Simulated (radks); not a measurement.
Q: Radial electron density D(r) = 4 pi r^2 rho(r) of an atom or ion with 12 electrons. Calculated with a radial shooting solver on a logarithmic mesh with Libxc functionals: non-relativistic Kohn-Sham, LB94 model potential, spin-polarised, spherical densities, point nucleus.

r (bohr)  D(r) (e/bohr)
0.002935          10.22
0.003642          14.52
0.004521          20.24
0.005656          27.84
0.007019          36.73
0.008711          46.70
0.01081           56.75
0.01342           65.29
0.01679           70.55
0.02083           70.71
0.02586           66.39
0.03209           60.55
0.04015           58.25
0.04983           63.67
0.06185           74.83
0.07676           82.85
0.09603           76.78
0.1192            55.65
0.1479            31.16
0.1836            16.57
0.2297            12.36
0.285             9.695
0.3538            4.964
0.4391            1.384
0.5493           0.1701
0.6817         0.009223
0.8461        0.0001721

What is the nuclear charge?

A: Z = 57. The innermost maximum, from 1s, lies near 1/Z = 0.0175 bohr (found: 0.0188), and its height grows with Z. The density is that of the lanthanum ion La45+ in [Ne] 3s2; the configuration itself is not fixed sharply by these data, and Z only to a few units. D(r) has 2 maxima, at r = 0.0188, 0.0799 bohr, and minima at 0.0386 bohr, inside which lie 2.09 electrons.
